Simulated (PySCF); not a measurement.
Ligands exchanged one at a time, Al H-SiH3. All species are isolated molecules in the gas phase. Strings in code marks are SMILES.

Quantity: redistribution energy (mixed species minus the weighted end members), in eV.

Level 1: B3LYP/6-311+G** // B3LYP-D3(BJ)/def2-TZVP (PySCF)
Level 2: PBE/6-31G* // B3LYP-D3(BJ)/def2-TZVP (PySCF)
Level 3: HF/3-21G // B3LYP-D3(BJ)/def2-TZVP (PySCF)
Level 4: HF/6-31G* // B3LYP-D3(BJ)/def2-TZVP (PySCF)

```
species                                    level 1  level 2  level 3  level 4
-----------------------------------------  -------  -------  -------  -------
1 of 3 H replaced by SiH3: `[SiH3][AlH2]`    0.017    0.019    0.031    0.005
```
